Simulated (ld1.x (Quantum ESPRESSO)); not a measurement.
# Si, TM semilocal: configuration errors across variants

| Quantity | Value |
| --- | --- |
| Element | silicon |
| Generator | ld1.x (Quantum ESPRESSO) 7.5 |
| Type | norm-conserving Troullier–Martins (semilocal form) |
| Functional | PBE |
| Relativity | scalar-relativistic |
| Frozen core | [Ne] |
| Valence charge | 4 |
| Reference configuration | 3s2 3p2 |
| Partial waves | 3s (bound): rc 1.25 bohr; 3p (bound): rc 2.40 bohr |
| Local potential | the p channel |
| Core correction | a·sin(br)/r model core inside 0.85 bohr |

All-electron excitation energies from the reference (eV): (1) 3s2 3p1 7.740; (2) 3s2 3p0 23.733; (3) 3s1 3p0 57.704; (4) 3s0 3p4 13.778; (5) 3s2 3p2.3 -0.930; (6) 3s1 3p2 15.171; (7) 3s2 3p1.5 2.921.

A semilocal file is local in each channel, so a ghost entry of none says nothing of the separable form that plane-wave codes build from it.

1 further variants failed, have other tests or too few solved ones, and are left out.

A true bound ghost makes a file unfit for plane-wave use even where its test errors are small: the radial tests pick states by their node count and pass the ghost by.

Errors AE − PS in meV (a dash: test not solved or not reliable):

| change | (1) | (2) | (3) | (4) | (5) | (6) | (7) | bound ghosts |
| --- | --- | --- | --- | --- | --- | --- | --- | --- |
| base | +2.6 | +20 | +66 | -14 | +0.1 | +3.6 | +0.4 | none |
| wave 3s (bound): rc 1.25 bohr becomes 3s (bound): rc 0.92 bohr | +15 | +107 | +684 | +0.5 | +0.4 | +79 | +2.5 | s |
| wave 3s (bound): rc 1.25 bohr becomes 3s (bound): rc 1.08 bohr | +3.5 | +31 | +135 | -38 | +0.1 | +5.1 | +0.5 | none |
| wave 3s (bound): rc 1.25 bohr becomes 3s (bound): rc 1.16 bohr | +3.1 | +26 | +95 | -27 | +0.1 | +3.7 | +0.4 | none |
| wave 3s (bound): rc 1.25 bohr becomes 3s (bound): rc 1.30 bohr | +2.3 | +17 | +56 | -9.2 | +0.1 | +3.8 | +0.3 | none |
| wave 3s (bound): rc 1.25 bohr becomes 3s (bound): rc 1.38 bohr | +2.1 | +15 | +49 | -6.3 | +0.1 | +3.9 | +0.3 | none |
| wave 3s (bound): rc 1.25 bohr becomes 3s (bound): rc 1.64 bohr | +1.8 | +12 | +41 | -2.2 | +0.1 | +4.2 | +0.2 | none |
| wave 3s (bound): rc 1.25 bohr becomes 3s (bound): rc 1.80 bohr | +1.9 | +13 | +41 | -3.7 | +0.1 | +3.9 | +0.2 | none |
| wave 3s (bound): rc 1.25 bohr becomes 3s (bound): rc 1.90 bohr | +2.0 | +14 | +41 | -7.0 | +0.1 | +3.1 | +0.3 | none |

Problem. Give the same row for: wave 3s (bound): rc 1.25 bohr becomes 3s (bound): rc 1.52 bohr.

Solution. +1.9, +13, +42, -3.3, +0.1, +4.1, +0.2; bound ghosts: none.
